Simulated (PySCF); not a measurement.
CsI, charge +1, doublet, geometry from GFN2-xTB (such geometries of metal compounds can be far from the true shape) (a state made from the parent by changing its charge; the spin is typed, not shown lowest) (core potentials on Cs, I); WB97M-V/def2-SVPD run with PySCF.

PySCF was given this input:
```python
from pyscf import gto, scf, dft

mol = gto.Mole()
mol.atom = '''
    Cs   -0.00000000   -0.00000000   -1.82880087
    I     0.00000000    0.00000000    1.89781222
'''
mol.basis = 'def2-svpd'
mol.ecp = {'Cs': 'def2-svpd', 'I': 'def2-svpd'}
mol.charge = 1
mol.spin = 1
mol.verbose = 4
mol.build()

mf = dft.UKS(mol)
mf.xc = 'wb97m_v'
mf.kernel()
```

Output, abridged:

```
PySCF version 2.14.0

[INPUT] verbose = 4
[INPUT] num. atoms = 2
[INPUT] num. electrons = 33
[INPUT] charge = 1
[INPUT] spin (= nelec alpha-beta = 2S) = 1
[INPUT] symmetry False subgroup None
[INPUT] Mole.unit = angstrom
[INPUT] Symbol           X                Y                Z      unit          X                Y                Z       unit  Magmom
[INPUT]  1 Cs     0.000000000000   0.000000000000  -1.828800870000 AA    0.000000000000   0.000000000000  -3.455932780666 Bohr   0.0
[INPUT]  2 I      0.000000000000   0.000000000000   1.897812220000 AA    0.000000000000   0.000000000000   3.586345331653 Bohr   0.0

nuclear repulsion = 31.9498884326089
number of shells = 24
number of NR pGTOs = 108
number of NR cGTOs = 62
basis = def2-svpd
ecp = {'Cs': 'def2-svpd', 'I': 'def2-svpd'}

******** <class 'pyscf.dft.uks.UKS'> ********
method = UKS
initial guess = minao
damping factor = 0
level_shift factor = 0
DIIS = <class 'pyscf.scf.diis.CDIIS'>
diis_start_cycle = 1
diis_space = 8
diis_damp = 0
SCF conv_tol = 1e-09
SCF conv_tol_grad = None
SCF max_cycles = 50
direct_scf = True
direct_scf_tol = 1e-13
number electrons alpha = 17  beta = 16
XC library pyscf.dft.libxc version 7.1.2
    S. Lehtola, C. Steigemann, M. J. T. Oliveira, and M. A. L. Marques,  SoftwareX 7, 1–5 (2018)
XC functionals = wb97m_v
    N. Mardirossian and M. Head-Gordon,  J. Chem. Phys. 144, 214110 (2016)
radial grids:
    Treutler-Ahlrichs [JCP 102, 346 (1995); DOI:10.1063/1.469408] (M4) radial grids

becke partition: Becke, JCP 88, 2547 (1988); DOI:10.1063/1.454033
pruning grids: <function nwchem_prune>
grids dens level: 3
symmetrized grids: False
atomic radii adjust function: <function treutler_atomic_radii_adjust>
** Following is NLC and NLC Grids **
NLC functional = wb97m_v
radial grids:
    Treutler-Ahlrichs [JCP 102, 346 (1995); DOI:10.1063/1.469408] (M4) radial grids

becke partition: Becke, JCP 88, 2547 (1988); DOI:10.1063/1.454033
pruning grids: <function nwchem_prune>
grids dens level: 3
symmetrized grids: False
atomic radii adjust function: <function treutler_atomic_radii_adjust>
small_rho_cutoff = 0
Set gradient conv threshold to 3.16228e-05
tot grids = 45672
tot grids = 45672
init E= -282.669547712318

cycle= 1 E= -315.86394534942  delta_E= -33.2  |g|= 1.85  |ddm|= 6.02
cycle= 2 E= -311.861525797983  delta_E=    4  |g|= 1.68  |ddm|= 6.94
cycle= 3 E= -316.680156207286  delta_E= -4.82  |g|= 0.709  |ddm|= 5.87

cycle= 4 E= -317.579557416995  delta_E= -0.899  |g|= 0.122  |ddm|= 1.73
cycle= 5 E= -317.592123089466  delta_E= -0.0126  |g|= 0.029  |ddm|= 0.365
cycle= 6 E= -317.592671773728  delta_E= -0.000549  |g|= 0.011  |ddm|= 0.0562
cycle= 7 E= -317.592781397461  delta_E= -0.00011  |g|= 0.00314  |ddm|= 0.0208
cycle= 8 E= -317.592792155582  delta_E= -1.08e-05  |g|= 0.0006  |ddm|= 0.00752
cycle= 9 E= -317.592792701917  delta_E= -5.46e-07  |g|= 6.3e-05  |ddm|= 0.00199
cycle= 10 E= -317.592792708698  delta_E= -6.78e-09  |g|= 1.1e-05  |ddm|= 0.000288
cycle= 11 E= -317.592792708987  delta_E= -2.89e-10  |g|= 2.55e-06  |ddm|= 5.85e-05
Extra cycle  E= -317.592792709004  delta_E= -1.68e-11  |g|= 1.2e-06  |ddm|= 8.56e-06
converged SCF energy = -317.592792709004  <S^2> = 0.75190518  2S+1 = 2.0019043
```
